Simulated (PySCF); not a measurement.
Compound: C5H4F4O.
SMILES: `F[C@H]1C=C(OC(F)(F)F)C1`

A PySCF run (density fitting, gas phase, GFN2-xTB geometry) gave HOMO -6.30 eV, LUMO -0.81 eV, dipole 1.31 D.

Problem. Which of these levels was it?
A. PBE0/def2-SVPD
B. PBE0/pcSseg-1
C. PW91/6-31G*
D. PBE0/6-31G

Solution. C. It is PW91/6-31G*. All candidates on this geometry:

| level and settings | kind | basis functions | SCF cycles | E (Eh) | HOMO (eV) | LUMO (eV) | dipole (D) |
| --- | --- | --- | --- | --- | --- | --- | --- |
| PW91/6-31G* | GGA | 148 | 15 | -667.2595 | -6.30 | -0.81 | 1.31 |
| PBE0/def2-SVPD | global hybrid | 247 | 14 | -666.3521 | -7.99 | -0.36 | 1.68 |
| PBE0/pcSseg-1 | global hybrid | 190 | 14 | -666.7520 | -7.95 | -0.25 | 1.69 |
| PBE0/6-31G | global hybrid | 98 | 14 | -666.6061 | -7.95 | -0.17 | 1.92 |

The nearest other candidate, by the summed differences of HOMO and LUMO, is PBE0/def2-SVPD: its HOMO differs by -1.69 eV and its LUMO by +0.45 eV. Cycle counts include a coarse-grid stage where the run had one. All basis functions are spherical, in the Pople sets too.

Conformer computed: `[F:1][C@H:2]1[CH:3]=[C:4]([O:5][C:6]([F:7])([F:8])[F:9])[CH2:10]1`: C3–C4–O5–C6 1°, C4–O5–C6–F7 179°.
